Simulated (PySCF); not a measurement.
Species: (Me2Al-mu-Br)2, C4H12Al2Br2.
Cartesian coordinates in Å at the PBE0-D3(BJ)/def2-SVP level; atoms count from 1:
```
atom  x, y, z in Å
Al1    1.5679    0.4507    0.5495
C2     2.4015    1.9349   -0.3943
C3     2.2920   -0.5995    2.0208
Br4   -0.7370    1.1488    1.1690
Al5   -1.5838   -0.4475   -0.5382
C6    -2.3070    0.6030   -2.0091
C7    -2.4144   -1.9351    0.4032
Br8    0.7208   -1.1466   -1.1564
H9     2.6939    2.7349    0.3062
H10    3.3159    1.6056   -0.9159
H11    1.7291    2.3765   -1.1463
H12    2.5431    0.0438    2.8807
H13    3.2187   -1.1140    1.7150
H14    1.5836   -1.3667    2.3702
H15   -1.5976    1.3704   -2.3563
H16   -2.5557   -0.0393   -2.8706
H17   -3.2344    1.1171   -1.7051
H18   -2.6173   -2.7731   -0.2847
H19   -3.3788   -1.6326    0.8446
H20   -1.7782   -2.3173    1.2169
```

Method: PySCF, TDDFT B3LYP/def2-SVPD, vertical, gas phase, core orbitals frozen in the response. The B3LYP/def2-SVPD calculation is non-relativistic and has no spin–orbit coupling, an omission that weighs most on bromine.

Ground-to-excited transition dipoles (e·a0, same axes as the geometry; the sign carries no meaning), for the states with f of 0.002 or more among the lowest 14:

```csv
state,E (eV),μx,μy,μz
S1,6.291,0.032,0.756,-0.721
S6,6.899,-0.004,-0.081,0.082
S8,7.085,-0.971,-0.273,-0.331
S10,7.247,0.016,0.360,-0.342
S13,7.432,0.008,0.210,-0.198
S14,7.511,-0.024,-0.560,0.536
```

Q: What oscillator strength does each state have?

A: f = (2/3) ΔE |μ|² with ΔE in hartree (27.2114 eV).

```
state  |μ|² (au)  |μ| (D)      f
   S1      1.093     2.66  0.168
   S6      0.013     0.29  0.002
   S8      1.126     2.70  0.195
  S10      0.247     1.26  0.044
  S13      0.083     0.73  0.015
  S14      0.602     1.97  0.111
```

Q: What angle do the transition dipoles of S8 and S14 make?

A: |cos θ| = |μa·μb| / (|μa| |μb|) = 0.00, so θ ≈ 90° (taken between 0 and 90°, since the signs are arbitrary).

Q: What peak molar absorption coefficient would the strongest computed level give as a lone Gaussian band 0.3 eV wide at half height?

A: ε(max) = 2.175×10⁸ f / FWHM, with the width in cm⁻¹. S8: 2.175×10⁸ × 0.1955 / 2420 ≈ 18000 L mol⁻¹ cm⁻¹.

One conformer stands for the species.
